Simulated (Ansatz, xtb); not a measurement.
**Ranking isomers of C3H4BClN2**

9 gas-phase structures of C3H4BClN2, from a drawn sample of its isomers (lower ones may exist). Each was relaxed with GFN2-xTB:

A. `Bc1[nH]cnc1Cl`, a singlet
B. `Bc1ncc(Cl)[nH]1`, a singlet
C. `Bc1c[nH]c(Cl)n1`, a singlet
D. `Bc1nc(Cl)c[nH]1`, a singlet
E. `Bc1cnc(Cl)[nH]1`, a singlet
F. `Bn1cncc1Cl`, a singlet
G. `Bn1ccnc1Cl`, a singlet
H. `Bc1nc[nH]c1Cl`, a singlet
I. `Bn1cnc(Cl)c1`, a singlet

Task: Which do you expect lowest at r2SCAN-D4/def2-SVP, and how would the others follow?

Result: Calculated order at r2SCAN-D4/def2-SVP: I (0.0), G (3.5), F (8.5), A (36.9), E (40.3), D (55.4), B (61.7), C (65.9), H (70.6) kJ/mol. Less than 1 kcal/mol parts I and G; A and E; B and C, so the order within those pairs means little.

Energies above the lowest of each column, in kJ/mol; the last columns are at PBE-D3(BJ)/def2-SVP geometries and were run for some of them only (a dash: not run or not comparable):

```json
{"structure": "I", "GFN2-xTB": "0.0", "HF/STO-3G": "0.0", "r2SCAN-D4/def2-SVP": "0.0", "PBE-D3(BJ)/def2-SVP": "0.0", "CCSD(T)/def2-SVP + ΔMP2/def2-TZVPP": "0.0"}
{"structure": "G", "GFN2-xTB": "0.5", "HF/STO-3G": "8.3", "r2SCAN-D4/def2-SVP": "3.5", "PBE-D3(BJ)/def2-SVP": "3.6", "CCSD(T)/def2-SVP + ΔMP2/def2-TZVPP": "5.5"}
{"structure": "F", "GFN2-xTB": "4.4", "HF/STO-3G": "7.7", "r2SCAN-D4/def2-SVP": "8.5", "PBE-D3(BJ)/def2-SVP": "8.3", "CCSD(T)/def2-SVP + ΔMP2/def2-TZVPP": "8.6"}
{"structure": "A", "GFN2-xTB": "71.2", "HF/STO-3G": "91.6", "r2SCAN-D4/def2-SVP": "36.9", "PBE-D3(BJ)/def2-SVP": "35.2", "CCSD(T)/def2-SVP + ΔMP2/def2-TZVPP": "53.1"}
{"structure": "E", "GFN2-xTB": "72.1", "HF/STO-3G": "96.9", "r2SCAN-D4/def2-SVP": "40.3", "PBE-D3(BJ)/def2-SVP": "39.2", "CCSD(T)/def2-SVP + ΔMP2/def2-TZVPP": "56.4"}
{"structure": "D", "GFN2-xTB": "84.8", "HF/STO-3G": "99.9", "r2SCAN-D4/def2-SVP": "55.4", "PBE-D3(BJ)/def2-SVP": "52.6", "CCSD(T)/def2-SVP + ΔMP2/def2-TZVPP": "70.6"}
{"structure": "B", "GFN2-xTB": "84.4", "HF/STO-3G": "107.0", "r2SCAN-D4/def2-SVP": "61.7", "PBE-D3(BJ)/def2-SVP": "–", "CCSD(T)/def2-SVP + ΔMP2/def2-TZVPP": "–"}
{"structure": "C", "GFN2-xTB": "92.9", "HF/STO-3G": "108.5", "r2SCAN-D4/def2-SVP": "65.9", "PBE-D3(BJ)/def2-SVP": "–", "CCSD(T)/def2-SVP + ΔMP2/def2-TZVPP": "–"}
{"structure": "H", "GFN2-xTB": "93.0", "HF/STO-3G": "112.0", "r2SCAN-D4/def2-SVP": "70.6", "PBE-D3(BJ)/def2-SVP": "–", "CCSD(T)/def2-SVP + ΔMP2/def2-TZVPP": "–"}
```

Every level run on I puts it lowest or level with the lowest. Flexible structures stand in one conformer each, not always the lowest. Frequencies (GFN2-xTB) were run for A, D, E, F, G, I alone. ΔMP2 is the change of the MP2 energy from the smaller to the larger basis.

Over these structures GFN2-xTB departs from r2SCAN-D4/def2-SVP by 13.5 kJ/mol on average once a common shift is removed. A GFN2-xTB relaxation took about 0.34 s and the r2SCAN-D4/def2-SVP energy about 7 s on a shared host (Ansatz 0.2.0, xtb 6.7.1).
